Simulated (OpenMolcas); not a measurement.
InSiH5 (SMILES [SiH3][InH2]): methods side by side

InSiH5 has 7 atoms, charge 0, and is taken as a singlet. SMILES: `[SiH3][InH2]`. The shape is that of a PBE0-D4/def2-TZVP optimisation.

Each level gives the HOMO–LUMO gap (eV). The values are calculated.

```
                            level             kind     program  value (eV)
   PBE/def2-TZVP (core potential)              GGA  OpenMolcas        3.48
revPBE/def2-TZVP (core potential)              GGA  OpenMolcas        3.55
 M06-L/def2-TZVP (core potential)         meta-GGA  OpenMolcas        4.01
 B3LYP/def2-TZVP (core potential)    global hybrid  OpenMolcas        4.77
 BHLYP/def2-TZVP (core potential)    global hybrid  OpenMolcas        6.80
M06-2X/def2-TZVP (core potential)  hybrid meta-GGA  OpenMolcas        6.61
  PBE0/def2-TZVP (core potential)    global hybrid  OpenMolcas        5.23
B2PLYP/def2-TZVP (core potential)    double hybrid  OpenMolcas        6.97
```

The values span 3.48 to 6.97 eV. Orbital gaps aren't excitation energies, and those of double hybrids come from the SCF part alone; they tend to grow with the share of exact exchange.
